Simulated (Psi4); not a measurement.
The Psi4 input:
```
memory 2 GB

molecule {
0 1
  C    -0.61381076    0.09837073    0.07127920
  F     0.72439532   -0.11609326   -0.08412091
  H    -0.86205911   -0.06032531    1.12128664
  H    -0.82870216    1.12501025   -0.22731794
  H    -1.14593208   -0.61006993   -0.56455569
}

set basis pcseg-1
set freeze_core true

energy('mp2')
print_variables()
```

What does this run give for the number of basis functions, MP2 correlation energy, total energy, nuclear repulsion energy?


```
Quantity                         Result
-------------------------  ------------
number of basis functions            43
MP2 correlation energy       -0.3311 Eh
total energy               -139.3324 Eh
nuclear repulsion energy     37.7337 Eh
```
